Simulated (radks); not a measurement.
Species: the sulfur ion S2+. Configuration: [Ne] 3s2 3p2 (the NIST ground configuration). All-electron calculation, scalar-relativistic Kohn-Sham, PBE, spin-unpolarised, spherical densities, finite nucleus; Fermi nuclear charge, rms radius 3.2611 fm. Program: a radial shooting solver on a logarithmic mesh with Libxc functionals. Some entries of the table are withheld. Estimate them.

| orbital | occ. | eigenvalue (hartree) | <r^2> (bohr^2) |
|---|---|---|---|
| 1s | 2 | -89.38898 | (1) |
| 2s | 2 | -8.72562 | 0.2724 |
| 2p | 6 | -6.69971 | 0.2438 |
| 3s | 2 | (2) | 2.856 |
| 3p | 2 | -1.02822 | (3) |

Answer. 
(1) 1s <r^2> (bohr^2): 0.01263
(2) 3s eigenvalue (hartree): -1.44776
(3) 3p <r^2> (bohr^2): 3.634
